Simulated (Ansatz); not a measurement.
Gas-phase electronic energies from Ansatz, PBE0-D4/def2-TZVP geometries. CCSD(T)/CBS is the MP2 limit (def2-TZVPP, def2-QZVPP) plus CCSD(T) − MP2 in def2-TZVPP, frozen cores. DFT in def2-TZVPP. B3LYP here is the variant with VWN-RPA as its local correlation; programs differ in this. For Br outer-core shells are correlated without core-valence functions, which leaves a few kJ/mol of doubt a bond. Scalar relativity is left out up to krypton. One conformer a species, not always the lowest.

Reaction (formal exchange of groups at the Al–C bond): `C=C[CH2][AlH][Cl]` + `C[SiH](C)Br` → `C[SiH](C)[AlH][Cl]` + `C=CCBr`

Is it downhill or uphill in electronic energy at CCSD(T)/CBS, and by how much? (An estimate is asked.)

Ansatz gave: Uphill: ΔE = +168.5 kJ/mol.

What do these levels give: B3LYP-D4, B3LYP, SCS-MP2/def2-TZVPP, MP2/def2-QZVPP, HF/CBS(def2), MP2/CBS(def2)? (Estimate.)

The calculation gave: B3LYP-D4 158.3, B3LYP 153.1, SCS-MP2/def2-TZVPP 167.2, MP2/def2-QZVPP 183.9, HF/CBS(def2) 158.1, MP2/CBS(def2) 186.4 kJ/mol.

Largest T1 diagnostic among the species: 0.011.

The D4 term adds +5.2 kJ/mol with B3LYP and +2.4 kJ/mol with PBE0; it sums over pairs of atoms, weighted by their polarisabilities, and B3LYP, whose exchange is more repulsive, gets the larger term. In def2-TZVPP, CCSD(T) changes the Hartree–Fock value by +4.6 kJ/mol (the triples alone add +1.2 kJ/mol) and MP2 by +22.6 kJ/mol. From PBE to PBE0 (25 % exact exchange), in def2-TZVPP and without D4, ΔE moves by +9.6 kJ/mol.
